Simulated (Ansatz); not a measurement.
System: CH₅AlO₂ (charge 0, singlet). SMILES: [CH3][Al]([OH])[OH]
Structure (B3LYP-D3(BJ)/def2-TZVP (Ansatz, an electronic-structure program) minimum search):
```
Al
O 1 1.7016
H 2 0.9570 1 126.19
O 1 1.7018 2 122.47 3 -0.15
H 4 0.9571 1 125.94 2 0.15
C 1 1.9373 2 118.51 3 179.79
H 6 1.0908 1 111.67 2 176.75
H 6 1.0926 7 108.28 1 122.50
H 6 1.0929 7 108.08 8 115.29
```

PBE beside other levels, property by property. Valence correlation only, unless marked. Open shells are spin-unrestricted. Spin-orbit coupling is left out. No relativistic terms. Basis-set limits of correlation are two-point, X^-3; Hartree-Fock from the larger set. [CCSD(T)-MP2]/basis is that difference in the basis named. Atomisation energies are electronic, to ground-state atoms; the column to compare with has the core term from cc-pwCVTZ added, other frozen-core levels have none. Vertical energies are electronic, to the SCF solution reached for that spin. The coupled-cluster column (Ansatz) is a level with limits of its own: (a) RI-MP2/CBS(aug-cc-pV(T+d)Z,aug-cc-pV(Q+d)Z)+[CCSD(T)-MP2]/aug-cc-pV(T+d)Z; (b) CCSD(T)/CBS(cc-pV(T+d)Z,cc-pV(Q+d)Z).

```tsv
property	PBE/def2-TZVPD (Ansatz)	r2SCAN-D4/def2-TZVPD (Ansatz + dftd4)	B3LYP-D3(BJ)/def2-TZVPD (Ansatz + dftd3)	B2PLYP/def2-TZVPD (Ansatz)	coupled cluster
vertical ionisation energy to the doublet (eV)	10.39	10.57	10.86	11.12	11.27 (a)
atomisation energy (kcal/mol)	824.8	821.7	817.0	810.5	827.5 (b)
```

As the rows show:
- vertical ionisation energy to the doublet: PBE lies 0.88 eV below coupled cluster.
- atomisation energy: PBE lies 2.7 kcal/mol below coupled cluster.
